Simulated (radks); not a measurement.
Task: All-electron atom: the titanium ion Ti2+ in [Ar] 3d2. Calculated with a radial shooting solver on a logarithmic mesh with Libxc functionals: scalar-relativistic Kohn-Sham, LDA (Slater exchange, Perdew-Wang correlation), spin-unpolarised, spherical densities, point nucleus. Some entries of the table are withheld. Estimate them.

orbital,occ.,eigenvalue (eV),<r> (bohr),<1/r> (bohr^-1)
1s,2,(1),0.06973,(2)
2s,2,-551.4208,0.3259,4.535
2p,6,-459.9574,(3),4.446
3s,2,-78.2646,1.009,1.397
3p,6,-54.7678,1.084,(4)
3d,2,-19.9273,1.427,(5)

Result: 
(1) 1s eigenvalue (eV): -4872.366
(2) 1s <1/r> (bohr^-1): 21.76
(3) 2p <r> (bohr): 0.2903
(4) 3p <1/r> (bohr^-1): 1.267
(5) 3d <1/r> (bohr^-1): 0.9274
